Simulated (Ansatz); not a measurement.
Ideal-gas functions of `C[Se]C#N` at 298.15 K and 1 bar, from an Ansatz frequency run at PBE0-D4/def2-TZVP.

Molar mass 120.01 g/mol, point group Cs (symmetry number 1), electronic degeneracy 1, moments of inertia 49.103, 144.479, 190.33 u Å². Harmonic wavenumbers (cm⁻¹, unscaled): 136, 149, 377, 415, 556, 606, 925, 944, 1311, 1451, 1467, 2291, 3085, 3188, 3205.

Use S(trans) = R[1.5 ln M + 2.5 ln T − 1.1517]; rotational temperatures θ = 24.2544 K / I; S(rot) = R[ln(√π/σ · √(T³/θAθBθC)) + 1.5]; for each mode x = 1.438777 ν̃/T, S = R[x/(eˣ − 1) − ln(1 − e⁻ˣ)] and H = RT x/(eˣ − 1); 1 cm⁻¹ = 0.0119627 kJ/mol; R = 8.31446 J/(mol·K).

Q: By hand: the entropy, in J/(mol·K).

A: Translation 168.6. Rotation: θ = 0.4939, 0.1679, 0.1274 K, giving 107.2. Vibration, mode by mode: 11.96, 11.23, 4.40, 3.80, 2.23, 1.84, 0.53, 0.49, 0.11, 0.06, 0.06, 0.00, 0.00, 0.00, 0.00, in all 36.7. Electronic 0.0. Sum 312.5 J/(mol·K).

Q: By hand: H − E and G − E in kJ/mol, counted from the electronic energy.

A: Zero-point energy ½ × 20106 × 0.0119627 = 120.3; thermal vibration 6.3; translation, rotation and pV give 4 RT = 9.9. H − E = 136.5 kJ/mol, and G − E = 136.5 − 298.15 × 312.5/1000 = 43.3 kJ/mol.

Vibration gives 12 % of the entropy, 23.2 J/(mol·K) of it from the modes under 150 cm⁻¹: soft modes count most, and the harmonic formula is weakest for them.
